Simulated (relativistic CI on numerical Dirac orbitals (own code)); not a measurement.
**Br⁺: calculation against measurement**

Method of calculation: Dirac-Coulomb-Breit CI, orbitals from a KLI potential per configuration, model QED (radiative potential, 1s self-energy scaled to tabulated hydrogen-like ionisation energies), valence Slater integrals scaled by 0.85, P86 correlation energy added to each configuration (own radial code, finite nucleus).

Configuration list (outside the closed core [Ar] 3d10): 4s2 4p4, 4s2 4p3 5s, 4s 4p5, 4s2 4p3 4d, 4s2 4p3 5p, 4p6, 4s2 4p3 6s, 4s 4p4 4d, 4s2 4p3 5d, 4s2 4p3 6p, 4s2 4p3 4f, 4s2 4p3 6d, 4s2 4p3 5f, 4s2 4p3 5g, 4s2 4p3 6f, 4s2 4p2 4d2, 4s2 4p 4d2 5s, 4s2 4p 4d3, 4s2 4p 4d2 5p, 4s2 4p 4d2 6s, 4s 4p2 4d3. Double excitations out of closed p, d and f shells are left out; levels of such configurations are missing from the list, as are those of other unlisted configurations, and high levels can miss mixing partners. These lack a partner that the ground configuration has and come out too high: 4s2 4p3 5d, 4s2 4p3 6p, 4s2 4p3 4f, 4s2 4p3 6d, 4s2 4p3 5f.

```csv
Configuration,Term (tabulated),J,Measured (cm⁻¹),Computed,Error,Purity (%)
4s2 4p4,3P,2,0.0,0,0,96
4s2 4p4,3P,1,3136.5,3053,-84,98
4s2 4p4,3P,0,3837.4,3697,-140,95
4s2 4p4,1D,2,12089.1,12542,453,96
4s2 4p4,1S,0,27867.1,25551,-2316,93
4s2 4p3 5s,5S°,2,93921.4,98384,4463,98
4s 4p5,3P°,2,96433.3,102318,5885,63
4s2 4p3 5s,3S°,1,98470.1,103359,4889,95
4s 4p5,3P°,1,98801.1,104589,5788,59
4s 4p5,3P°,0,100236.2,105917,5680,56
4s2 4p3 4d,5D°,3,104038.6,108454,4415,97
4s2 4p3 4d,5D°,2,104080.2,108535,4454,97
4s2 4p3 4d,5D° †,4,104091.4,108460,4369,97
4s2 4p3 4d,5D° †,1,104145.5,108649,4504,94
4s2 4p3 4d,5D°,0,104200.0,108768,4568,88
4s2 4p3 5s,3D°,1,109422.2,114874,5451,71
4s2 4p3 5s,3D°,2,109676.5,115238,5562,72
4s2 4p3 5s,3D°,3,110372.2,115966,5593,75
4s2 4p3 4d,3D°,3,112454.5,118257,5802,73
4s2 4p3 5s,1D°,2,112933.3,118728,5795,59
4s2 4p3 5p,5P,1,114676.8,118101,3424,97
4s2 4p3 5p,5P,2,114812.0,118238,3426,96
4s2 4p3 5p,5P,3,115170.0,118552,3382,98
4s2 4p3 5p,3P,1,117555.2,121211,3655,96
4s2 4p3 5p,3P,2,117761.1,121403,3642,95
4s2 4p3 5p,3P,0,117828.4,121448,3619,99
```

Measured levels from NIST Handbook of Basic Atomic Spectroscopic Data (Sansonetti and Martin, J. Phys. Chem. Ref. Data 34, 1559 (2005)); pairs were made by configuration, J and term (by order where the table uses no LS term), so strongly mixed levels may be paired wrongly.

Mean error by configuration (cm⁻¹): 4s2 4p4 -522; 4s2 4p3 5s 5292; 4s 4p5 5784; 4s2 4p3 4d 4810; 4s2 4p3 5p 3525. Over the excited levels the mean absolute error is 4021 cm⁻¹ (25 of the 28 excited levels that our extract of the source holds in range could be paired, and the others can miss by more), and the median relative error of those above 1,000 cm⁻¹ is 4.4 %. † marks terms whose computed intervals miss the measured ones by more than a factor of 2.5, or configurations far off the rest, from wrong mixing, a near crossing or a doubtful label or measurement; they are left out of the means.

Transition probabilities of persistent lines. The last column rescales the computed rate by the cube of measured over computed energy:

```tsv
λ measured (Å)	Lower	Upper	A tabulated (s⁻¹)	A computed	A rescaled
4704.92 air	4s2 4p3 5s 5S°_2	4s2 4p3 5p 5P_3	1.10e+08	1.18e+08	1.38e+08
4785.48 air	4s2 4p3 5s 5S°_2	4s2 4p3 5p 5P_2	9.40e+07	1.11e+08	1.30e+08
4816.68 air	4s2 4p3 5s 5S°_2	4s2 4p3 5p 5P_1	1.10e+08	1.09e+08	1.28e+08
```
